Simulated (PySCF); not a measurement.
BFH2NSi, CH3AlBF (calculated)

All values are calculated (PySCF 2.14.0). Calculation on a computer-drawn molecule: the log of a Hartree-Fock and frozen-core CCSD(T) single point meant for a local Hartree-Fock minimum, with one planted fault or none, to be diagnosed. Offsets are logged minus clean, where the clean run is the same molecule without the fault. The reference is restricted for singlets and unrestricted otherwise, and also for a bond in bohr or an excited solution. Adding or removing an electron swaps singlet and doublet. The excited solution moves the top pair (singlet) or top alpha electron (doublet) to the lowest empty orbital. Highest occupied and lowest empty are orbital energies over both spins, largest force is the largest gradient component, triples share is (T) over the correlation energy, the T1 limit is 0.02 restricted and 0.045 unrestricted, electrons count all cores, a negative frequency is imaginary (commonest isotopes), and the dipole is about the centre of nuclear charge.

Common to all runs: meant charge 0; meant basis cc-pV(D+d)Z; logged SCF converged yes; possible faults no fault, one electron removed, one electron added, multiplicity raised by two, geometry at a saddle point, SCF held on an excited solution, minimal basis STO-3G, one bond length entered in bohr, all coordinates scaled.

(1) 
```xyz
6
formula=BFH2NSi meant_multiplicity=2 logged_electrons=37 logged_basis_functions=75 logged_spin_squared=3.7615 logged_highest_occupied=-4.115 logged_lowest_empty=-0.34907 logged_largest_force=0.18443 logged_dipole_magnitude=2.7033 logged_SCF_stable_within_its_kind=yes logged_energy_HF=-468.49014 planted_fault=multiplicity_raised_by_two HF_energy_offset_from_clean_run=149.8
F     -1.2170    -1.4402    -2.3570
B     -0.6652    -1.3247    -1.2000
N     -0.1406    -1.2103    -0.0797
Si     0.7146    -1.1014     1.3885
H      0.1446    -2.0279     2.3960
H      0.6808     0.2855     1.9118
```

Units: logged_highest_occupied, logged_lowest_empty in eV; logged_largest_force in hartree/bohr; logged_dipole_magnitude in debye; logged_energy_HF in hartree; HF_energy_offset_from_clean_run in kcal/mol.

Drawn bonds:
```csv
atom,other atom,order
1,2,1
2,3,2
3,4,1
4,5,1
4,6,1
```

Notes: coupled-cluster numbers left out as unreliable.

(2) 
```xyz
7
formula=CH3AlBF meant_multiplicity=1 logged_electrons=36 logged_basis_functions=80 logged_spin_squared=0 logged_highest_occupied=-3.2193 logged_lowest_empty=-4.6676 logged_largest_force=0.15001 logged_CC_converged=no logged_dipole_magnitude=8.5881 logged_SCF_stable_within_its_kind=no logged_energy_HF=-405.17128 planted_fault=SCF_held_on_an_excited_solution HF_energy_offset_from_clean_run=311.5
F     -3.1832    -4.2541    -0.8755
B     -2.1593    -3.7218    -1.4320
C     -1.0672    -3.0768    -1.9790
Al    -0.6494    -1.3447    -1.2896
H     -0.4735    -3.5325    -2.7646
H     -1.5679    -0.7510    -0.1419
H      0.5783    -0.5186    -1.8434
```

Units: logged_highest_occupied, logged_lowest_empty in eV; logged_largest_force in hartree/bohr; logged_dipole_magnitude in debye; logged_energy_HF in hartree; HF_energy_offset_from_clean_run in kcal/mol.

Drawn bonds:
```csv
atom,other atom,order
1,2,1
2,3,2
3,4,1
3,5,1
4,6,1
4,7,1
```

Notes: CCSD not converged.
